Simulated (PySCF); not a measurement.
Compound: C₆H₇O₃ (charge -1).
SMILES with atom numbers: `[CH3:1][O:2][C:3](=[O:4])/[CH:5]=[CH:6]\[CH:7]=[CH:8]/[O-:9]` (hydrogens: H10, H11, H12 on C1; H13 on C5; H14 on C6; H15 on C7; H16 on C8)
Bond orders are those of one Lewis drawing.

Method: PBE0-D3(BJ)/def2-SVP geometry optimisation, gas phase (PySCF 2.14.0); density fitting, grid level 2; the optimiser is geomeTRIC in internal coordinates, started from a GFN2-xTB structure.

Step 0: E = -12454.9568 eV
```
atom  x, y, z in Å  |  force x, y, z in eV/Å
C1     -3.3431   -0.0836    0.1909    0.673   0.265  -0.027
O2     -2.2078    0.7000   -0.0548    0.280  -0.259   0.149
C3     -0.9723    0.0705    0.2231   -0.965  -0.247   0.081
O4     -0.9760   -1.0713    0.6625    0.019   0.117  -0.058
C5      0.0900    0.9448   -0.0744    0.131   0.415  -0.166
C6      1.4402    0.6774    0.0752   -0.212  -0.216   0.072
C7      2.0418   -0.4777    0.5377   -0.190  -0.045   0.007
C8      3.4366   -0.6066    0.6444    0.911   0.334  -0.086
O9      4.3121    0.2226    0.3678   -0.073  -0.053   0.014
H10    -3.2241   -0.6525    1.1185   -0.072  -0.212   0.179
H11    -3.5132   -0.7944   -0.6271   -0.162  -0.262  -0.159
H12    -4.1932    0.5960    0.2692   -0.297   0.183  -0.013
H13    -0.2136    1.9114   -0.4540   -0.082   0.348  -0.139
H14     2.1245    1.4739   -0.2045    0.299   0.263  -0.084
H15     1.4261   -1.3134    0.8313   -0.305  -0.370   0.133
H16     3.7664   -1.6041    1.0364    0.044  -0.262   0.099
```

Step 1: E = -12455.0015 eV
```
atom  x, y, z in Å  |  force x, y, z in eV/Å
C1     -3.3328   -0.0753    0.2542   -0.174  -0.049  -0.108
O2     -2.2211    0.7357    0.0355    0.002  -0.003  -0.065
C3     -1.0007    0.0821    0.1267    0.195  -0.093   0.040
O4     -0.9814   -1.1088    0.4072   -0.080   0.083   0.060
C5      0.0875    0.9681   -0.1327   -0.083  -0.012  -0.010
C6      1.4301    0.6496    0.0521    0.039   0.136  -0.040
C7      2.0359   -0.5078    0.5301   -0.045  -0.081  -0.001
C8      3.4500   -0.5929    0.6779    0.007  -0.062   0.021
O9      4.3058    0.2540    0.4138    0.036   0.027  -0.010
H10    -3.2761   -0.6178    1.2131    0.015   0.021   0.010
H11    -3.4600   -0.8416   -0.5362    0.042   0.047   0.060
H12    -4.2153    0.5854    0.2496    0.028  -0.030   0.025
H13    -0.1860    1.9701   -0.4695    0.020   0.032   0.027
H14     2.1493    1.4452   -0.1971   -0.029  -0.041   0.030
H15     1.4216   -1.3643    0.8167    0.019  -0.004  -0.021
H16     3.7875   -1.5884    1.1007    0.008   0.030  -0.018
```

Step 2: E = -12455.0127 eV
```
atom  x, y, z in Å  |  force x, y, z in eV/Å
C1     -3.3484   -0.0750    0.2168   -0.001  -0.022  -0.007
O2     -2.2301    0.7297   -0.0018    0.000   0.178  -0.056
C3     -1.0088    0.0978    0.1960   -0.080  -0.180  -0.104
O4     -1.0173   -1.0716    0.5536    0.177  -0.021   0.080
C5      0.0878    0.9666   -0.0855   -0.076   0.042   0.056
C6      1.4324    0.6467    0.0857   -0.031  -0.021  -0.026
C7      2.0491   -0.5230    0.5228   -0.016   0.043  -0.005
C8      3.4680   -0.5954    0.6395    0.009  -0.055  -0.013
O9      4.3074    0.2715    0.3850    0.002   0.003   0.014
H10    -3.3351   -0.5400    1.2172   -0.013   0.000   0.006
H11    -3.4213   -0.9005   -0.5154    0.017   0.005   0.013
H12    -4.2355    0.5701    0.1184    0.017   0.014   0.002
H13    -0.1787    1.9658   -0.4374   -0.002   0.008   0.024
H14     2.1476    1.4454   -0.1576   -0.001  -0.009   0.005
H15     1.4483   -1.3958    0.7864   -0.002   0.005   0.018
H16     3.8289   -1.5992    1.0184    0.003   0.009  -0.007
```

Q: Estimate the geometry and energy of step 3. (The exact step hangs on the optimiser's Hessian estimate; all steps are aligned on step 2, rigid shifts and turns removed.)

A: E = -12455.0025 eV, largest force 0.370 eV/Å
```
atom  x, y, z in Å  |  force x, y, z in eV/Å
C1     -3.3281   -0.1001    0.1884    0.111   0.028   0.079
O2     -2.2117    0.7044   -0.0489   -0.109  -0.224   0.102
C3     -0.9869    0.1137    0.2502    0.173   0.216  -0.160
O4     -0.9382   -1.0219    0.7008   -0.355   0.072  -0.074
C5      0.0786    1.0109   -0.0514    0.120  -0.013   0.098
C6      1.4240    0.6898    0.1100    0.032  -0.117  -0.035
C7      2.0199   -0.5059    0.5081    0.098   0.017   0.031
C8      3.4381   -0.6305    0.6044   -0.035   0.092  -0.047
O9      4.3028    0.2187    0.3745    0.000  -0.005   0.017
H10    -3.3561   -0.4672    1.2284   -0.027  -0.017   0.020
H11    -3.3446   -0.9904   -0.4629   -0.015  -0.052  -0.041
H12    -4.2184    0.5147   -0.0102   -0.022   0.008  -0.015
H13    -0.2029    2.0037   -0.4109    0.001  -0.037   0.010
H14     2.1461    1.4837   -0.1210    0.038   0.028  -0.018
H15     1.3993   -1.3721    0.7451    0.004   0.029   0.034
H16     3.7722   -1.6584    0.9373   -0.013  -0.023   0.000
```

The energy changes by +0.0102 eV. The first-order estimate −F·Δx gives -0.0207 eV and the mean of the old and new forces, exact on a quadratic surface, +0.0119 eV. The step makes an angle of 81° with the force vector and moves no atom by more than 0.174 Å. The energy falls at the start of this step and ends higher, so the step passed the lowest point of its straight line.

What follows is the cost of the whole optimisation. Time: 2.7 min of wall time; peak memory 0.76 GiB. Hardware: one thread, Intel Xeon Platinum 8488C (x86_64), shared host with 96 logical CPUs at a one-minute load of 32.
